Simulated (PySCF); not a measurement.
SnF4, SMILES [F][Sn]([F])([F])[F]. Geometry: PBE-D3(BJ)/def2-SVP. The isomer is the one that the SMILES or the coordinates give; other isomers of the formula were not compared. The def2 effective core potentials stand for the cores of Sn; spin–orbit coupling is left out.

Computed equilibrium geometry at PBE-D3(BJ)/def2-SVP (PySCF confirms it by a frequency run) as bond lengths and angles, and its point group:
point group Td.
Atoms: F1 Sn2 F3 F4 F5. Bonded distances (Å): F1–Sn2 1.928, Sn2–F3 1.928, Sn2–F4 1.928, Sn2–F5 1.928. Bond angles (°): F1–Sn2–F3 109.5, F1–Sn2–F4 109.5, F1–Sn2–F5 109.5, F3–Sn2–F4 109.5, F3–Sn2–F5 109.5, F4–Sn2–F5 109.5.
Charge 0, spin multiplicity 1.
